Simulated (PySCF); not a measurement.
A thermochemical cycle for KTe

MP2 in PySCF with x2c-SVPall on every atom, spin-free X2C, for the lowest determinant that a PBE0 search found; no spin–orbit coupling. KTe, a doublet (π ↑), has De = 1.85 eV to neutral atoms, and KTe⁺, a triplet (π ↑↑), has De = 0.49 eV to K⁺ + Te.

At the same level the K atom ionises at 4.12 eV.

Task: What is the adiabatic ionisation energy of the molecule, and does ionisation strengthen or weaken the bond?

Result: IE = IE(K) + De(neutral) − De(ion) = 4.12 + 1.85 − 0.49 = 5.48 eV. De changes by -1.36 eV, so ionisation weakens the bond.

Correlated steps freeze 23 core orbitals. Weak bonds: KTe⁺. Basis-set superposition, not corrected here, can be much of De in a small basis, most of all at correlated wavefunction levels. These are scalar-relativistic numbers at best; spin–orbit coupling would shift them, the dissociation energy most. For an ion De counts to the pair picked by the measured ionisation energies or electron affinities, which need not be the lowest pair at this level. States were picked by a PBE0 search and need not be the measured ground states.
